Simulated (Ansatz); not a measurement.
Calculated with Ansatz (gas phase, PBE0-D4/def2-TZVP geometries, no zero-point term in ΔE). CCSD(T)/CBS adds triple-zeta CCSD(T) − MP2 to the extrapolated MP2 energy (def2 sets, frozen cores). For Ge outer-core shells are correlated without core-valence functions, which leaves a few kJ/mol of doubt a bond. Scalar relativity is left out up to krypton. One conformer a species, not always the lowest.

Reaction (ligand exchange at the Si–N bond): `F[SiH](F)[NH][GeH3]` + `[CH3][AlH][OH]` → `[CH3][AlH][O][SiH](F)F` + `[NH2][GeH3]`

```csv
species,HF/CBS(def2) energy (Eh)
`F[SiH](F)[NH][GeH3]`,-2620.93057
`[CH3][AlH][OH]`,-357.69270
`[CH3][AlH][O][SiH](F)F`,-845.84774
`[NH2][GeH3]`,-2132.80509
```

Work out ΔE.

ΔE = (-845.84774) + (-2132.80509) − (-2620.93057) − (-357.69270) = -0.02956 Eh = -0.80 eV. CCSD(T)/CBS gives -0.64 eV.

Largest T1 diagnostic among the species: 0.012.

From PBE to PBE0 (25 % exact exchange), in def2-TZVPP and without D4, ΔE moves by −0.03 eV. The D4 term adds +0.04 eV with B3LYP and +0.02 eV with PBE0; it sums over pairs of atoms, weighted by their polarisabilities, and B3LYP, whose exchange is more repulsive, gets the larger term. In def2-TZVPP, CCSD(T) changes the Hartree–Fock value by +0.15 eV (the triples alone add +0.02 eV) and MP2 by +0.16 eV.

B3LYP here is the variant with VWN-RPA as its local correlation; programs differ in this.
